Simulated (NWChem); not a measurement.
Basis-set convergence for H$_{5}$AlO$_{2}$

SMILES: O.[OH][AlH2]
```xyz
8

Al     0.6642    -0.3721    -0.1861
H      1.2813    -1.1653     1.0495
H      1.5682     0.1112    -1.3992
O     -1.0447    -0.6600    -0.5209
H     -1.4232    -0.9859    -1.3417
O     -0.0837     1.2462     0.7575
H     -0.9913     0.9586     0.4919
H     -0.0428     1.2299     1.7259
```
Charge 0, spin multiplicity 1.

Program: NWChem. All single points use one geometry, from B3LYP/def2-SVP, a minimum by its harmonic frequencies. It is one conformer; others weren't searched.

Quantity: LUMO energy at the level PBE.

The Pople sets run with spherical d functions. The structure started from a generated list of species.

Relative cost: rough, from shared machines, SCF included, STO-3G = 1.

```tsv
basis	functions	LUMO energy (eV)	relative cost
STO-3G	24	5.60	1
3-21G	41	-0.08	under 3
6-31G*	56	-0.45	under 3
6-31+G*	68	-1.19	under 3
def2-SVPD	110	-1.14	5
aug-cc-pVDZ	118	-1.38	9
def2-TZVP	129	-0.89	7
pcseg-2	164	-1.13	10
def2-TZVPD	168	-1.29	30
aug-cc-pVTZ	257	-1.37	200
```

Smallest basis within 0.2 eV of aug-cc-pVTZ, the largest set run: 6-31+G*, with 68 functions against 257 and about 1 % of the time (also within reach: aug-cc-pVDZ, def2-TZVPD). aug-cc-pVTZ isn't the basis-set limit itself, and a small set can land close by cancellation.
